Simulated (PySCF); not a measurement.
## Shapes and spin states of [CoF2]+

Method: PySCF, PBE0, basis Co def2-TZVP, F def2-TZVP (no relativity, density fitting).

Relaxations began from a few typed shapes and spin states; open shells are unrestricted. The search is not exhaustive: other isomers or separated fragments can lie lower, and high-lying points may rest on an excited occupation.

Q: Order these stationary points by electronic energy, lowest first, in kJ/mol from the lowest minimum.
A. quintet D∞h: Co–F 1.661 Å (×2); F–Co–F 180.0°
B. singlet (closed shell, unstable to spin polarisation) D∞h: Co–F 1.628 Å (×2); F–Co–F 180.0°
C. broken-symmetry Ms = 1 (⟨S²⟩ 2.80) D∞h: Co–F 1.642 Å (×2); F–Co–F 180.0°
D. singlet (closed shell, unstable to spin polarisation) C2v: Co–F 1.622 Å (×2); F–Co–F 135.6°
E. broken-symmetry Ms = 0 (⟨S²⟩ 1.80) D∞h: Co–F 1.641 Å (×2); F–Co–F 180.0°

A: A (0.0), C (114.7), E (143.5), D (269.0), B (286.4).

Q: Which of them are minima?

A: By energy in kJ/mol, 0.0: minimum; 114.7: minimum; 143.5: minimum; 269.0: minimum of the closed-shell surface only; 286.4: saddle point, 1 imaginary mode.

Formally Co is in oxidation state +3, d6, with 4 unpaired electrons (the high-spin count). The Mulliken spin on Co is 3.23. The polar-tensor charge on Co, 1.93, is below the formal one.

For the lowest minimum: open d and f shells are described by one determinant, and the ground state may have another occupation or spin.

The electron or spin density has lower symmetry than the nuclear frame for the broken-symmetry Ms = 1 (⟨S²⟩ 2.80) D∞h at 114.7 kJ/mol, broken-symmetry Ms = 0 (⟨S²⟩ 1.80) D∞h at 143.5 kJ/mol, singlet (closed shell, unstable to spin polarisation) D∞h at 286.4 kJ/mol.
